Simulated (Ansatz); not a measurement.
```yaml
atoms:
  - { symbol: Ni, position_ang: [0.0000, 0.0000, 0.0000] }
  - { symbol: S, position_ang: [0.0000, 0.0000, 1.9800] }
```

Basis set: pcseg-2 (spherical functions). Charge 0, multiplicity 1.

Computed with Ansatz (development build ahead of 0.2.0); each method stands on the lowest determinant of its kind that the runs found.

Question: Give the atomization energy at this shape (free ground-state atoms in the same class of orbitals less the molecule, no zero-point energy) of singlet NiS by PBE (unrestricted), UHF.

Answer:

| method | atomization energy |
| --- | --- |
| PBE (unrestricted) | 385.3 kJ/mol |
| UHF | 12.8 kJ/mol |

Caution: another spin multiplicity may lie lower; the unrestricted determinant is a mixture of spin states.

The shape needn't be a minimum at these levels.
